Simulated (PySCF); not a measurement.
Compound: C₅H₇BO₂.
Geometry (PBE0-D3(BJ)/def2-SVP, Å), atoms numbered from 1 in this order:
```xyz
15
C5H7BO2 angstrom
C     -3.2232    0.7119    0.2672
C     -2.0805    0.3512    0.0698
C     -0.7460   -0.1137   -0.1690
C     -0.6305   -1.5735   -0.5030
C      0.2912    0.7563   -0.0873
B      1.8144    0.4843   -0.3063
O      2.3150   -0.7706   -0.4854
O      2.7139    1.5158   -0.3199
H     -4.2321    1.0343    0.4464
H     -1.2011   -1.7920   -1.4199
H      0.4136   -1.8730   -0.6419
H     -1.0825   -2.1784    0.2988
H      0.0055    1.7872    0.1606
H      3.2703   -0.7412   -0.6124
H      2.3035    2.3769   -0.2029
```

All values: PBE0/pcSseg-1 (PySCF, non-relativistic), on one gas-phase PBE0-D3(BJ)/def2-SVP geometry that isn't relaxed in the solvent. The solvent is an IEF-PCM continuum (Bondi radii, 1.10 Å for H, scaled by 1.2). Only the electrostatic response of the medium enters.

```csv
run,E − E(gas) (kJ/mol),HOMO (eV),HOMO–LUMO gap (eV),dipole (D)
gas,0.00,-7.04,5.64,0.91
P,-28.21,-7.12,5.68,1.19
Q,-15.26,-7.08,5.66,1.04
```

Problem. The runs were made in benzene and tetrahydrofuran. Which run belongs to which solvent?

Solution. P = tetrahydrofuran, Q = benzene. The dielectric constants are 2.271 (benzene), 7.426 (tetrahydrofuran), and the energy falls further as ε rises. In this model the ground state sees the solvent through ε alone.

Problem. How constant is the ratio of the lowering to (ε − 1)/(2ε + 1)?

Solution. 
```csv
solvent,(ε − 1)/(2ε + 1),E − E(gas) (kJ/mol),ratio (kJ/mol),polarisation term (kJ/mol)
benzene,0.229,-15.26,-66.5,-15.85
tetrahydrofuran,0.405,-28.21,-69.6,-30.32
```

The ratio changes by +4.6 % in size from benzene to tetrahydrofuran. The polarisation term is half the interaction of the solute with the induced surface charges.
